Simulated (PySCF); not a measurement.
## SMILES CB(C)C(=C=CC#N)C#N, C$_{7}$H$_{7}$BN$_{2}$

Geometry:
```tsv
atom	x (Å)	y (Å)	z (Å)
C1	-1.334	-1.339	-0.013
B2	-1.118	0.158	0.370
C3	-2.282	1.197	0.441
C4	0.353	0.703	0.678
C5	1.378	-0.123	0.640
C6	2.358	-0.998	0.603
C7	3.083	-1.297	-0.589
N8	3.681	-1.561	-1.547
C9	0.561	2.088	0.985
N10	0.666	3.216	1.232
H11	-2.188	-1.760	0.543
H12	-0.465	-2.003	0.094
H13	-1.646	-1.360	-1.074
H14	-3.273	0.783	0.214
H15	-2.311	1.660	1.444
H16	-2.080	2.040	-0.244
H17	2.645	-1.529	1.520
```

Computed with PySCF 2.14.0, TDDFT CAM-B3LYP/aug-cc-pVDZ excited states, vertical, gas phase. Geometry: PBE0-D3(BJ)/def2-SVP.

Problem. Give the one- and two-photon strengths of the lowest singlets.

Solution. δ for parallel linear polarisation; σ at the peak of a Lorentzian of half width 0.1 eV, single beam; Ω is circular over linear.
```csv
state,E (eV),f,photon λ (nm),δ (au),σ (GM),Ω,main
S1,4.66,0.000,532,<0.1,0.00,–,HOMO→LUMO 0.93
S2,5.63,0.002,441,0.62,0.01,0.90,HOMO−1→LUMO+1 0.90
S3,5.83,0.349,425,72.1,0.90,1.40,HOMO−1→LUMO 0.91
S4,5.90,0.009,421,1.52,0.02,1.32,HOMO−2→LUMO 0.87
S5,5.95,0.000,417,1.22,0.02,1.46,HOMO−3→LUMO 0.87
S6,6.30,0.503,393,2.76,0.04,0.83,HOMO→LUMO+1 0.87
```

Among these, the strongest one-photon state is S6, the strongest two-photon state S3, with a dipole change of 2.7 D (relaxed, norm of the difference vector).
